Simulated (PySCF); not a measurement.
Si(Me)2(NMe2)2 (C6H18N2Si), SMILES CN([Si](N(C)C)(C)C)C.

Geometry optimised at B3LYP-D3(BJ)/def2-SVP. The isomer is the one that the SMILES or the coordinates give; other isomers of the formula were not compared. One conformer was computed; it need not be the lowest.

The numbers are results of TDA-LC-ωPBE/def2-SVP (PySCF 2.14.0), not measurements.

Vertical excitations.  State labels are in the subgroup C2.

| state | symmetry | energy (eV) | λ (nm) | f | main pairs |
|---|---|---|---|---|---|
| S1 | B | 7.30 | 170 | 0.014 | HOMO→LUMO 68 %, HOMO−1→LUMO+1 22 % |
| S2 | A | 7.38 | 168 | 0.005 | HOMO−1→LUMO 61 %, HOMO→LUMO+1 26 % |
| S3 | A | 8.28 | 150 | 0.008 | HOMO→LUMO+4 28 %, HOMO→LUMO+2 20 %, HOMO−1→LUMO+3 14 %, HOMO−1→LUMO+5 13 % |
| S4 | B | 8.31 | 149 | 0.026 | HOMO→LUMO+5 32 %, HOMO→LUMO+3 20 %, HOMO−1→LUMO+2 13 %, HOMO−1→LUMO+4 12 % |
| S5 | B | 8.56 | 145 | 0.103 | HOMO→LUMO+5 38 %, HOMO−1→LUMO+1 15 %, HOMO→LUMO+3 10 %, HOMO−1→LUMO+7 7 % |
| S6 | A | 8.60 | 144 | 0.000 | HOMO−1→LUMO+5 44 %, HOMO→LUMO+1 19 %, HOMO→LUMO+2 11 % |
| T1 | B | 7.03 | 176 | 0 | HOMO→LUMO 59 %, HOMO−1→LUMO+1 24 % |
| T2 | A | 7.08 | 175 | 0 | HOMO−1→LUMO 51 %, HOMO→LUMO+1 29 % |
Triplets are in the Tamm–Dancoff approximation.
